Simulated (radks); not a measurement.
Q: All-electron atom: the thallium ion Tl43+ in [Kr] 4d2 (the NIST ground configuration). All-electron calculation, Dirac Kohn-Sham, PBE, spin-unpolarised, spherical densities, finite nucleus; open shells fill j = l - 1/2 first; Fermi nuclear charge, rms radius 5.4759 fm. Program: a radial shooting solver on a logarithmic mesh with Libxc functionals. Some entries of the table are withheld. Estimate them.

orbital,occ.,eigenvalue (hartree),<r^2> (bohr^2)
1s1/2,2,-3214.803,0.0003691
2s1/2,2,-633.8593,0.005543
2p1/2,2,-611.7326,0.003907
2p3/2,4,-535.7845,0.005086
3s1/2,2,-206.2693,0.03517
3p1/2,2,(1),0.03190
3p3/2,4,(2),0.03783
3d3/2,4,(3),0.02872
3d5/2,6,(4),0.03030
4s1/2,2,-94.14266,0.1424
4p1/2,2,-89.85926,0.1403
4p3/2,4,-84.35375,0.1588
4d3/2,2,-77.56102,0.1503
4d5/2,0,-76.39018,0.1555
5s1/2,0,-53.60202,0.4180
5p1/2,0,-51.55662,0.4236
5p3/2,0,-49.18951,0.4653

A: 
(1) 3p1/2 eigenvalue (hartree): -196.4617
(2) 3p3/2 eigenvalue (hartree): -179.1119
(3) 3d3/2 eigenvalue (hartree): -163.1887
(4) 3d5/2 eigenvalue (hartree): -159.4549
